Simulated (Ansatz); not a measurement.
`C[Si](C)(F)Br` and `C[Si](C)(F)BF` differ in one atom or group.

Ansatz, PBE0-D4/def2-TZVP geometries, multiplicity 1. Each molecule was computed in one conformer, which needn't be the lowest.

Scalar relativity is left out up to krypton. Spin–orbit coupling is left out; it splits and shifts lone-pair levels of the heavy atoms by tenths of an eV.

```tsv
property	`C[Si](C)(F)Br`
HOMO–LUMO gap (PBE/def2-TZVPP) / eV	6.98
HOMO–LUMO gap (ωB97M-V/def2-TZVPP) / eV	12.80
size of the dipole moment (ωB97M-V/def2-TZVPP) / D	2.46
LUMO energy (ωB97M-V/def2-TZVPP) / eV	2.29
HOMO–LUMO gap (PBE0/def2-TZVPP) / eV	9.15
HOMO energy (B3LYP/def2-TZVPP) / eV	-8.04
```

(1) What does the change do to each property? (Estimate.)

Answers

(1) Ansatz gave: 
| property | `C[Si](C)(F)BF` | shift |
| --- | --- | --- |
| HOMO–LUMO gap (PBE/def2-TZVPP) / eV | 3.71 | -3.27 |
| HOMO–LUMO gap (ωB97M-V/def2-TZVPP) / eV | 10.17 | -2.63 |
| size of the dipole moment (ωB97M-V/def2-TZVPP) / D | 1.26 | -1.20 |
| LUMO energy (ωB97M-V/def2-TZVPP) / eV | 0.31 | -1.98 |
| HOMO–LUMO gap (PBE0/def2-TZVPP) / eV | 6.03 | -3.12 |
| HOMO energy (B3LYP/def2-TZVPP) / eV | -7.52 | 0.52 |

With PBE0 the HOMO rises by 0.60 eV and the LUMO falls by 2.53 eV, so the gap narrows by about 3.13 eV. PBE moves the HOMO by 0.66 eV and ωB97M-V by 0.65 eV. Dipoles are sizes alone; their direction can turn.

B3LYP here is the variant with VWN-RPA as its local correlation; programs differ in this.
